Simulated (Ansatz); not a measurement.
Start from `CO[Si](C)(N)Br` and change one atom or group to get `CO[SiH](C)N`.

Ansatz, PBE0-D4/def2-TZVP geometries, multiplicity 1. Each molecule was computed in one conformer, which needn't be the lowest.

Scalar relativity is left out up to krypton. Spin–orbit coupling is left out; it splits and shifts lone-pair levels of the heavy atoms by tenths of an eV.

```
                                          property  `CO[Si](C)(N)Br`
  size of the dipole moment (B3LYP/def2-TZVPP) / D              2.37
             HOMO energy (ωB97M-V/def2-TZVPP) / eV            -10.06
size of the dipole moment (ωB97M-V/def2-TZVPP) / D              2.40
             LUMO energy (ωB97M-V/def2-TZVPP) / eV              2.15
             HOMO–LUMO gap (B3LYP/def2-TZVPP) / eV              7.85
               HOMO–LUMO gap (PBE/def2-TZVPP) / eV              6.17
```

Problem. Give the same properties after the change, and the shifts. (Estimate.)

Solution. Computed: 
| property | `CO[SiH](C)N` | shift |
| --- | --- | --- |
| size of the dipole moment (B3LYP/def2-TZVPP) / D | 2.08 | -0.29 |
| HOMO energy (ωB97M-V/def2-TZVPP) / eV | -9.82 | 0.24 |
| size of the dipole moment (ωB97M-V/def2-TZVPP) / D | 2.11 | -0.29 |
| LUMO energy (ωB97M-V/def2-TZVPP) / eV | 2.26 | 0.11 |
| HOMO–LUMO gap (B3LYP/def2-TZVPP) / eV | 7.70 | -0.15 |
| HOMO–LUMO gap (PBE/def2-TZVPP) / eV | 6.00 | -0.17 |

With PBE0 the HOMO rises by 0.27 eV and the LUMO rises by 0.11 eV, so the gap narrows by about 0.16 eV. PBE moves the HOMO by 0.28 eV and ωB97M-V by 0.24 eV. Dipoles are sizes alone; their direction can turn.

B3LYP here is the variant with VWN-RPA as its local correlation; programs differ in this.
